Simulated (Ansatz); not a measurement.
Mulliken charges of CHBrCl2 (`ClC(Cl)Br`) from r2SCAN/def2-TZVPP in Ansatz (PBE0-D4/def2-TZVP geometry).

```
atom   x (Å)   y (Å)   z (Å)  charge (e)
 Cl1  -0.536   0.139   1.640      -0.063
  C2   0.090   0.071   0.003       0.045
 Cl3   1.225  -1.251  -0.197      -0.063
 Br4  -1.343  -0.033  -1.291      -0.055
  H5   0.614   0.999  -0.196       0.136
```

By hand: the dipole of these point charges (1 e Å = 4.8032 D).

Σ q r = (0.118, 0.211, -0.046) e Å, of length 0.246 e Å = 1.18 D.

How does the dipole of the full density compare? (An estimate is asked.)

Ansatz gave: (0.117, 0.179, -0.024) e Å, 1.03 D; the point charges give 1.15 times that, at 6° from its direction.

Point charges leave out the atoms' own dipoles, such as those of lone pairs, and Mulliken's split depends on the basis, so the close match here is no proof of good charges.
